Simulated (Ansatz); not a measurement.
Frontier orbitals of `C[O][Hf]([NH2])([Br])[Br]`.

Charge 0, multiplicity 1. Correlated methods include outer-core shells of Br, Hf, which these sets cover unevenly. Scalar relativity is left out up to krypton. Hf: def2 effective core potential. All single points use the PBE0-D4/def2-TZVP geometry. It is one conformer, not always the lowest. Basis def2-TZVPP, Ansatz 0.2.0.

Orbital energies of one run (eV). Highest occupied ones, from the top: -7.34, -7.79, -8.09, -8.23, -8.31, -8.79, -8.84, -9.17, -9.34, -10.87, -12.80, -12.83, -13.27, -13.48. Empty: -1.33, -0.73, -0.69, -0.53, -0.22, -0.16.

Q: Which functional gave them?
A. HSE06 (plane-wave form)
B. CAM-B3LYP
C. B97M-V
D. PBE

A: A. HOMO energies: HSE06 -7.34, PBE -6.40, B97M-V -6.76, CAM-B3LYP -9.07 eV.
